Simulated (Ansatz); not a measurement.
Isolated molecules relaxed with PBE0-D4/def2-TZVP in Ansatz; ΔE leaves out vibrations. CBS: MP2 limit from def2 TZ/QZ plus the TZ coupled-cluster correction, frozen cores. DFT in def2-TZVPP. B3LYP here is the variant with VWN-RPA as its local correlation; programs differ in this. HSE06 is defined as in plane-wave codes. def2 core potentials past Kr. For Hf, Mo outer-core shells are correlated without core-valence functions, which leaves a few kJ/mol of doubt a bond. One conformer a species, not always the lowest.

Reaction (redistribution): `C[N](C)[Hf]([NH2])([OH])[Cl]` + `[NH2][Mo](=[O])(=[O])[F]` → `[NH2][Hf]([NH2])([OH])[Cl]` + `C[N](C)[Mo](=[O])(=[O])[F]`

`C[N](C)[Hf]([NH2])([OH])[Cl]`:

```xyz
16

C     0.229   -1.746   -0.812
N    -0.112   -0.677    0.099
C    -0.452   -1.152    1.414
Hf   -0.009    1.178   -0.696
N    -0.535    2.475    0.770
O     1.800    1.580   -1.231
Cl   -1.538    1.227   -2.533
H     0.476   -1.356   -1.809
H    -0.608   -2.446   -0.949
H     1.098   -2.321   -0.463
H     0.380   -1.710    1.869
H    -0.693   -0.315    2.071
H    -1.319   -1.828    1.387
H     0.073    3.147    1.215
H    -1.483    2.642    1.079
H     2.693    1.301   -1.413
```

`[NH2][Mo](=[O])(=[O])[F]`:

Cartesian coordinates in Å:
```
N -1.100 0.403 -0.093
Mo 0.690 -0.263 0.039
O 0.795 -1.201 1.422
O 1.726 1.048 0.140
F 1.103 -1.283 -1.450
H -1.890 -0.035 0.360
H -1.324 1.332 -0.419
```

`[NH2][Hf]([NH2])([OH])[Cl]`:

```xyz
10

N     1.375   -0.347    1.118
Hf   -0.377   -0.356    0.107
N     0.031    0.470   -1.701
O    -1.613    0.707    1.131
Cl   -1.225   -2.554   -0.264
H     2.170   -0.934    0.903
H     1.563    0.159    1.972
H    -0.597    0.495   -2.493
H     0.897    0.921   -1.957
H    -2.224    1.437    1.183
```

`C[N](C)[Mo](=[O])(=[O])[F]`:

Z-matrix (Å, degrees):
```
Mo
O 1 1.681
N 1 1.905 2 107.8
O 1 1.680 2 111.6 3 118.1
C 1 2.958 2 127.4 3 16.1
C 1 2.954 2 86.0 3 -11.0
F 1 1.861 2 110.4 3 -118.5
H 5 1.096 1 122.7 2 36.0
H 5 1.096 1 123.6 2 -114.8
H 5 1.090 1 78.3 2 140.6
H 6 1.096 1 122.7 2 77.3
H 6 1.090 1 78.2 2 -27.3
H 6 1.096 1 123.7 2 -131.7
```

```tsv
level	ΔE (kJ/mol)	difference from CCSD(T)/CBS
LDA (SPW92)	-16.3	5.8
revPBE-D4	-18.2	3.9
BLYP-D4	-20.9	1.2
B97M-V	-16.3	5.8
B3LYP-D4	-20.0	2.1
r2SCANh-D4	-18.1	4.0
r2SCAN0-D4	-17.5	4.6
BHLYP-D4	-18.9	3.2
CAM-B3LYP-D4	-18.6	3.5
ωB97X-V	-15.9	6.2
ωB97M-V	-15.7	6.4
B2PLYP	-20.6	1.5
PBE-QIDH	-18.4	3.7
PBE	-17.3	4.8
revPBE	-17.6	4.5
BLYP	-20.2	1.9
r2SCAN	-18.7	3.4
PBE0	-17.0	5.1
r2SCANh	-18.4	3.7
r2SCAN0	-17.8	4.3
HSE06	-17.0	5.1
BHLYP	-18.9	3.2
CAM-B3LYP	-18.7	3.4
LC-ωPBE	-15.7	6.4
RPA@PBE/def2-TZVPP	-15.5	6.6
HF/def2-SVP	-18.2	3.9
MP2/def2-SVP	-23.0	-0.9
CCSD/def2-SVP	-17.5	4.6
CCSD(T)/def2-SVP	-19.4	2.7
HF/def2-TZVPP	-16.9	5.2
MP2/def2-TZVPP	-22.1	0.0
SCS-MP2/def2-TZVPP	-20.9	1.2
CCSD/def2-TZVPP	-16.0	6.1
CCSD(T)/def2-TZVPP	-17.5	4.6
HF/def2-QZVPP	-17.8	4.3
MP2/def2-QZVPP	-25.0	-2.9
SCS-MP2/def2-QZVPP	-23.8	-1.7
HF/CBS(def2)	-17.9	4.2
MP2/CBS(def2)	-26.7	-4.6
CCSD/CBS(def2)	-20.7	1.4
CCSD(T)/CBS	-22.1	0
```

Largest T1 diagnostic among the species: 0.024, so the coupled-cluster value is less sure than usual.

Leaving LDA and LC-ωPBE aside and taking each functional with its dispersion term where it has one, the values spread over 5.2 kJ/mol, from BLYP-D4 to ωB97M-V.
